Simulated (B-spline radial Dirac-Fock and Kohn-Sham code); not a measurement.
How the levels of praseodymium move as electrons are removed

These are calculated numbers from an atomic code on a B-spline grid; the model is Dirac-Fock energy differences between relaxed states, corrected for Breit and QED terms. Each ion is free and in its tabulated ground configuration. Correlation and solid-state effects are left out.

Reference: Pr⁴¹⁺, [Ne] 3s2 3p6, with K (1s) 44449.1 eV, L1 (2s) 9217.5 eV, L2 (2p1/2) 8840.3 eV, M1 (3s) 3499.5 eV. Shifts from it, in eV (a dash: the subshell is empty, belongs to an open shell averaged over j, or its hole state is left out as unreliable):

| ion | configuration | K (1s) | L1 (2s) | L2 (2p1/2) | M1 (3s) |
| --- | --- | --- | --- | --- | --- |
| Pr⁴²⁺ | [Ne] 3s2 3p5 | +143.9 | +122.9 | +125.6 | +86.4 |
| Pr⁴³⁺ | [Ne] 3s2 3p4 | +289.8 | +247.1 | +252.7 | +173.6 |
| Pr⁴⁴⁺ | [Ne] 3s2 3p3 | +437.6 | +372.7 | – | +261.6 |
| Pr⁴⁵⁺ | [Ne] 3s2 3p2 | +587.3 | +499.6 | +510.6 | +350.4 |
| Pr⁴⁶⁺ | [Ne] 3s2 3p1 | +738.9 | +627.9 | +642.0 | +439.9 |
| Pr⁴⁷⁺ | [Ne] 3s2 | +892.5 | +757.5 | +774.8 | +530.2 |
| Pr⁴⁸⁺ | [Ne] 3s1 | – | – | +904.1 | +630.6 |
